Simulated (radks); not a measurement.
Question: Ionisation of the tantalum ion Ta28+, [Kr] 4d9, to [Kr] 4d8 as the strength of local exchange is varied. All-electron calculation, Dirac Kohn-Sham, Slater X-alpha exchange (alpha = 2/3 is LDA exchange), no correlation, spin-unpolarised, spherical densities, point nucleus; open shells fill j = l - 1/2 first. Program: a radial shooting solver on a logarithmic mesh with Libxc functionals.

| alpha | E(Ta28+) (hartree) | exchange (hartree) | IE (eV) | -e of the level emptied (eV) | <r> of it (bohr) |
|---|---|---|---|---|---|
| 0.623 | -15223.3253 | -245.8566 | 1106.2 | 1081.7 (4d5/2) | 0.4593 |
| 0.64 | -15230.0353 | -252.6545 | 1107.9 | 1083.5 (4d5/2) | 0.4589 |
| 0.667 | -15240.6971 | -263.4610 | 1110.7 | 1086.2 (4d5/2) | 0.4584 |
| 0.757 | -15276.2798 | -299.5690 | 1120.0 | 1095.5 (4d5/2) | 0.4566 |
| 0.905 | -15334.9379 | -359.2358 | 1135.3 | 1110.7 (4d5/2) | 0.4538 |
| 1.02 | -15380.6409 | -405.8469 | 1147.3 | 1122.7 (4d5/2) | 0.4516 |
| x | -15216.6178 | -239.0634 | 1104.5 | 1080.0 (4d5/2) | 0.4596 |

Which alpha was used in the last row?

Answer: alpha = 0.606. NIST Atomic Spectra Database: 1110 +/- 4 eV (theoretical). The Delta-SCF value meets it near alpha = 0.66. Spin polarisation and multiplet splitting are left out, so open shells lie too high by an amount that depends on their filling.

Beside tabulated values, note that spin-unpolarised runs miss the spin-polarisation part of the exchange energy of open shells.
